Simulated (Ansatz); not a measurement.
These are B3LYP-D3(BJ)/def2-TZVP run with Ansatz (an electronic-structure program) values and carry that method's errors. No frequencies were computed at this level.

Ansatz 0.2 input:
```yaml
crystal:
  periodic: [false, false, false]
  atoms:
    - { symbol: B, position_ang: [-0.916738, 1.127437, 0.223711] }
    - { symbol: N, position_ang: [-0.168424, -0.021959, -0.116525] }
    - { symbol: B, position_ang: [-0.760707, -1.248449, -0.479916] }
    - { symbol: C, position_ang: [1.288223, 0.088081, -0.075777] }
    - { symbol: H, position_ang: [-2.082805, 1.078622, 0.210026] }
    - { symbol: H, position_ang: [-0.354536, 2.114749, 0.514922] }
    - { symbol: H, position_ang: [-1.924998, -1.335713, -0.508093] }
    - { symbol: H, position_ang: [-0.081514, -2.165495, -0.750704] }
    - { symbol: H, position_ang: [1.752411, -0.830535, -0.429425] }
    - { symbol: H, position_ang: [1.624514, 0.915175, -0.702467] }
    - { symbol: H, position_ang: [1.62457, 0.278087, 0.945183] }
basis:
  gaussian: { orbitals: def2-tzvp }
hamiltonian:
  xc: b3lyp
  dispersion: d3bj
relax:
  max_steps: 150
```

Output:

```
Functional definition: B3LYP
981 factors; their error is unknown
mean field evaluation 1: about -3988.7111 eV, gradient 6.0e1 eV
mean field evaluation 2: about -3978.0720 eV, gradient 8.9e1 eV
mean field evaluation 4: about -3996.5729 eV, gradient 4.6e0 eV
mean field evaluation 8: about -3996.6158 eV, gradient 1.6e-2 eV
mean field evaluation 16: about -3996.6046 eV, gradient 7.3e-6 eV
mean field -3996.60459390 eV, -146.8725098299 hartree, gradient 7.5e-6 eV, S^2 0.000000; 0 other end points of the search recorded, 0 dependent functions left out
reference -3996.60486282 eV, -146.8725197126 hartree; 15, 15 occupied and 151, 151 virtual orbitals, 981 factors
relax step   1: F+E_penalty+E_count = -3996.92506988 eV  Δ(F+E_penalty+E_count) = +0.000e0 eV  max|allowed force component| = 5.465e-1 eV/Å  Δτ_max = 0.0000 Å  (27 SCF iters, accepted)
these checks for a lower state are left out or cut short: starts, cluster_reference, orbital_swaps, neighbouring_geometries, increment
981 factors; their error is unknown
mean field -3996.63700989 eV, -146.8737010955 hartree, gradient 6.4e-6 eV, S^2 0.000000; 0 other end points of the search recorded, 0 dependent functions left out
reference -3996.63727975 eV, -146.8737110127 hartree; 15, 15 occupied and 151, 151 virtual orbitals, 981 factors
relax step   2: F+E_penalty+E_count = -3996.95595980 eV  Δ(F+E_penalty+E_count) = -3.089e-2 eV  max|allowed force component| = 2.001e-1 eV/Å  Δτ_max = 0.0308 Å  (32 SCF iters, accepted)
these checks for a lower state are left out or cut short: starts, cluster_reference, orbital_swaps, neighbouring_geometries, increment
981 factors; their error is unknown
mean field -3996.64125263 eV, -146.8738570133 hartree, gradient 6.5e-6 eV, S^2 0.000000; 0 other end points of the search recorded, 0 dependent functions left out
reference -3996.64152290 eV, -146.8738669458 hartree; 15, 15 occupied and 151, 151 virtual orbitals, 981 factors
relax step   3: F+E_penalty+E_count = -3996.95959134 eV  Δ(F+E_penalty+E_count) = -3.632e-3 eV  max|allowed force component| = 3.174e-2 eV/Å  Δτ_max = 0.0164 Å  (32 SCF iters, accepted)
these checks for a lower state are left out or cut short: starts, cluster_reference, orbital_swaps, neighbouring_geometries, increment
981 factors; their error is unknown
mean field evaluation 32: about -3996.6529 eV, gradient 3.8e-1 eV
mean field -3996.64125165 eV, -146.8738569776 hartree, gradient 6.5e-6 eV, S^2 0.000000; 0 other end points of the search recorded, 0 dependent functions left out
reference -3996.64152191 eV, -146.8738669093 hartree; 15, 15 occupied and 151, 151 virtual orbitals, 981 factors
relax step   4: F+E_penalty+E_count = -3996.95960009 eV  Δ(F+E_penalty+E_count) = -8.754e-6 eV  max|allowed force component| = 2.404e-2 eV/Å  Δτ_max = 0.0057 Å  (31 SCF iters, accepted)
these checks for a lower state are left out or cut short: starts, cluster_reference, orbital_swaps, neighbouring_geometries, increment
981 factors; their error is unknown
mean field -3996.64134820 eV, -146.8738605255 hartree, gradient 6.5e-6 eV, S^2 0.000000; 0 other end points of the search recorded, 0 dependent functions left out
reference -3996.64161843 eV, -146.8738704565 hartree; 15, 15 occupied and 151, 151 virtual orbitals, 981 factors
relax step   5: F+E_penalty+E_count = -3996.95967950 eV  Δ(F+E_penalty+E_count) = -7.941e-5 eV  max|allowed force component| = 2.708e-3 eV/Å  Δτ_max = 0.0064 Å  (32 SCF iters, accepted)
981 factors; their error is unknown
mean field evaluation 64: about -3996.6413 eV, gradient 2.3e-3 eV
mean field -3996.64134820 eV, -146.8738605255 hartree, gradient 6.5e-6 eV, S^2 0.000000; 1 other end points of the search recorded, 0 dependent functions left out
reference -3996.64161843 eV, -146.8738704565 hartree; 15, 15 occupied and 151, 151 virtual orbitals, 981 factors
Total energy: -3996.95994973 eV, -146.8855689159 hartree
Atom 0 at    -0.932025     1.123204     0.224466 Å, force    -0.001296    -0.002289    -0.000136 eV/Å
Atom 1 at    -0.153916    -0.018764    -0.112227 Å, force    -0.002708     0.001051    -0.002534 eV/Å
Atom 2 at    -0.771176    -1.243223    -0.480803 Å, force     0.002635    -0.002670    -0.000566 eV/Å
Atom 3 at     1.316310     0.089579    -0.073353 Å, force     0.001073     0.000876     0.001599 eV/Å
Atom 4 at    -2.117048     1.045687     0.201802 Å, force     0.001150     0.000348    -0.000114 eV/Å
Atom 5 at    -0.377299     2.137195     0.522270 Å, force     0.000079     0.000524     0.000984 eV/Å
Atom 6 at    -1.957367    -1.308539    -0.500483 Å, force    -0.000788     0.001407     0.000553 eV/Å
Atom 7 at    -0.089557    -2.180857    -0.764056 Å, force    -0.001202     0.001159     0.000422 eV/Å
Atom 8 at     1.767940    -0.836981    -0.420988 Å, force     0.000005    -0.000785     0.000459 eV/Å
Atom 9 at     1.655940     0.907122    -0.709116 Å, force    -0.000165     0.000363    -0.001732 eV/Å
Atom 10 at     1.658195     0.285577     0.943423 Å, force     0.001217     0.000017     0.001065 eV/Å
Dipole moment:     0.312421     0.032373     0.012110 e Å
```

Cost: around 40 core-seconds (rough).
